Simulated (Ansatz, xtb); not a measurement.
**Two structures of GeKNO**

Structure a is `[O]=[Ge]=[N][K]`, a singlet and structure b is a singlet given by its coordinates. Both are isolated molecules in the gas phase, relaxed with r2SCAN-D4/def2-SVP.

a (Å):

```xyz
4

Ge   -1.6028   -2.0006    0.1751
K    -0.0230   -2.0487    3.8754
N    -0.7842   -1.8897    1.6193
O    -2.4060   -2.1045   -1.2583
```

b (Å):

```xyz
4

Ge   -2.1211   -2.9175   -0.2877
K    -0.0276   -0.4306    1.0431
N    -1.5660   -2.5201    1.2822
O    -1.1389   -2.1980    2.4142
```

Close contacts (Å): Ge1–K2 3.51, Ge1–N3 1.71, K2–N3 2.61, K2–O4 2.50, N3–O4 1.25.

**Question.** Estimate E(b) − E(a) at the level CCSD(T)/def2-TZVPP.

**Answer.** Too close to call at this level: CCSD(T)/def2-TZVPP gives E(b) − E(a) = −0.18 kcal/mol.

How the difference moves with the method:

```
             level            geometry  E(b) − E(a) (kcal/mol)  departure from the last row (kcal/mol)  job, with rough time for the two
r2SCAN-D4/def2-SVP  r2SCAN-D4/def2-SVP                    −16.12                                  −15.94                optimisation, 87 s
     HF/def2-TZVPP  r2SCAN-D4/def2-SVP                     +6.21                                   +6.39           part of the CCSD(T) run
    MP2/def2-TZVPP  r2SCAN-D4/def2-SVP                     −1.42                                   −1.24           part of the CCSD(T) run
CCSD(T)/def2-TZVPP  r2SCAN-D4/def2-SVP                     −0.18                                                        single point, 78 s
```

The largest departure from CCSD(T)/def2-TZVPP is that of r2SCAN-D4/def2-SVP, 15.94 kcal/mol. Levels run at GFN2-xTB geometries aren't shown.

With harmonic frequencies from r2SCAN-D4/def2-SVP (ideal gas, rigid rotor, one conformer each, 298.15 K, 1 atm): on the last row, ΔE + ΔZPE = +0.83 kcal/mol. A mode under 50 cm⁻¹ makes harmonic enthalpies and free energies unreliable, so none is given.

The T1 diagnostic of structures a and b is large, so the coupled-cluster value is less sure. The correlated steps freeze 16 core orbitals; the filled d shell of Ge is correlated; the last core shell of K is correlated, in a basis made for valence electrons. Codes used: Ansatz 0.2.0; the last row on 1 thread of Arm Neoverse V1 on a shared host.
